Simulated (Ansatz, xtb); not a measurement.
## A geometry optimisation of C2HAlF with r2SCAN-D4/def2-SVP

The starting geometry of this gas-phase doublet was built from a drawn formula by distance geometry and a force field; its bonds are those of `[C]=[CH][Al][F]`.

```xyz
5

C    -1.5134    0.5536   -1.1891
C    -0.9608    0.5199    0.0419
Al    0.2221   -0.9822    0.5346
F     0.4762   -2.3117   -0.6036
H    -1.1013    1.3543    0.6417
```

**Question.** Where would you expect an optimisation with r2SCAN-D4/def2-SVP to take it?

**Answer.** It rearranges to `C#[C][Al][F]`. Contacts that open: C2–Al3 (1.97 → 3.14 Å). Contacts that close: C1–Al3 (2.89 → 1.91 Å).

The energy falls by 1.94 eV over 19 steps:

```
step  E − E(last) (eV)
   1             1.939
   3             1.619
   5             1.393
   7             0.872
   9             0.626
  11             0.319
  13             0.069
  15             0.014
  17             0.000
  19             0.000
```

Final geometry (Å):

```yaml
atoms:
  - { symbol: C, position_ang: [-0.6985, 0.0327, 0.0754] }
  - { symbol: C, position_ang: [-1.1966, 1.1507, 0.1579] }
  - { symbol: Al, position_ang: [0.0460, -1.7278, 0.1893] }
  - { symbol: F, position_ang: [0.6030, -2.4563, -1.2065] }
  - { symbol: H, position_ang: [-1.6311, 2.1346, 0.2093] }
```

From the same start GFN2-xTB reaches the same bonding as this run.

No frequencies were run, so the end isn't proven a minimum. Open shells are spin-unrestricted. Run with Ansatz 0.2.0, 3.2 min on 1 thread of Intel(R) Xeon(R) Processor @ 2.50GHz (Skylake/Cascade Lake), on a shared host.
